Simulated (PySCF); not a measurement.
CHF2NOSi. Atoms are numbered in the order given.

```xyz
7

Si    -0.9250    -0.3634     0.0000
F     -1.5314     0.3734     1.2947
F     -1.5314     0.3734    -1.2947
N      0.7593    -0.1726     0.0000
C      1.9485     0.0043     0.0000
O      3.1037     0.1656     0.0000
H     -1.3200    -1.7756     0.0000
```
Charge 0, spin multiplicity 1.

Geometry optimised at B3LYP-D3(BJ)/def2-SVP. One conformer was computed; it need not be the lowest.

Computed with ωB97X/def2-TZVP (PySCF).

| Item | Result |
|---|---|
| total energy | -658.12755 hartree |
| point group | Cs |
| highest occupied level | -11.93 eV |
| lowest empty level | 1.97 eV |
| orbital gap | 13.90 eV |
| dipole moment | 1.50 D |
| quadrupole, principal values (traceless, Buckingham form, about the centre of nuclear charge) | -6.91, 0.62, 6.29 D·Å |
| mean static polarisability | 41.0 bohr³ (6.07 Å³) |
| polarisability, principal values | 30.4, 30.7, 61.9 bohr³ |
